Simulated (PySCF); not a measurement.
Compound: AsP3SSS nortricyclane, AsP3S3.
Cartesian coordinates in Å at the PBE0-D3(BJ)/def2-SVP level; atoms count from 1:
```
atom  x, y, z in Å
As1    1.3677   -0.6095    1.0988
S2    -0.5192    0.2771    1.9483
P3    -1.6491    0.7474    0.2497
P4    -1.0617   -0.7945   -1.2934
S5     0.3438   -2.0133   -0.3322
P6    -0.1237    1.2620   -1.3382
S7     1.7341    1.0288   -0.4016
```

Computed with PBE0-D3(BJ)/def2-SVP geometry optimisation, gas phase (PySCF 2.14.0).

Take the most abundant isotopes and a rigid rotor. The values belong to one conformer.

**Question.** What are A, B and C (GHz)?

**Answer.** Ia = 515.78, Ib = 691.95, Ic = 692.43 u·Å²; 505379 MHz·u·Å²/I gives 979.8, 730.4 and 729.9 MHz, that is A = 0.9798, B = 0.7304, C = 0.7299 GHz.

**Question.** What kind of rotor is it?

**Answer.** A prolate symmetric top, as the point group C3v requires two equal moments. Ray's parameter κ = (2B − A − C)/(A − C) = -0.996; −1 is the prolate and +1 the oblate limit.

**Question.** Where do the R-branch lines fall?

**Answer.** The dipole of 0.68 D lies along the symmetry axis, so ΔK = 0 and J+1 ← J falls at 2B(J+1) for every K: 1.46 GHz, 2.92 GHz, 4.38 GHz, 5.84 GHz, 7.30 GHz for J = 0 to 4.

**Question.** Estimate the classical rotational partition function at 10 K, 50 K and 200 K.

**Answer.** Point group C3v, symmetry number σ = 3; q = (√π/σ)·√((kT/h)³/(ABC)), k/h = 20836.6 MHz/K: 2460 at 10 K, 27500 at 50 K, 220000 at 200 K.

No PBE0-D3(BJ)/def2-SVP frequencies stand behind this structure, so it isn't proved a minimum. These are rigid-rotor constants of the computed structure; measured ground-state constants (B0) also hold zero-point vibration.
